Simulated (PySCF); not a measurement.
## Structure from NMR data

An unknown has the formula C₃H₈B₂F₂. Its calculated NMR data are:

¹H NMR (400 MHz, computed): δ 1.82 (t, J = 9.7 Hz, 2H), 0.96 (s, 6H).

¹³C{¹H} NMR (computed): δ 26.0 (CH2, t, J = 21.3 Hz), 15.4 (CH3).

- J: B3LYP/pcJ-1 (spin–dipole term only in couplings to heteroatoms)
- KT3/pcSseg-2 with gauge-including orbitals
- geometry: PBE0-D3(BJ)/def2-SVP
- code: PySCF
- relativity neglected, one averaged value for each set of equivalent atoms, no solvent model, one conformer

Scale: TMS for ¹H, ¹³C (reference shieldings calculated alike).

Question: Propose a structure and justify it.

Answer: 
1. 2 carbon signals for 3 carbons: some carbons are equivalent by symmetry or fast rotation.
2. Carbon types of the structure: 1 × CH2, 2 × CH3, which accounts for all hydrogens.
3. δC 26.0: sp3 CH2 bonded to 2 B.
4. δC 15.4: methyl carbon bonded to B.
5. δH 1.82: hydrogen on an sp3 CH2 bonded to 2 B.
6. δH 0.96: hydrogen on a methyl carbon bonded to B.

These data were computed for SMILES FB(CB(C)C)F.

The shifts were computed for this structure.

A carbon bonded to boron is broadened by the quadrupolar boron nucleus and is often missing from a measured spectrum. C–F couplings over four or more bonds (about 3 Hz to the para carbon of a fluoroarene) are left out. Splittings below 1 Hz are ignored in the labels, and close J values are merged. Shifts are as computed, not scaled to solution data. Of 1313 compounds with measured shifts, 239 miss one by over three times the rms of a fit or turn the order of signals round; such compounds aren't used in these exercises. 3J across rotatable bonds or in flexible rings reflects this conformer alone.
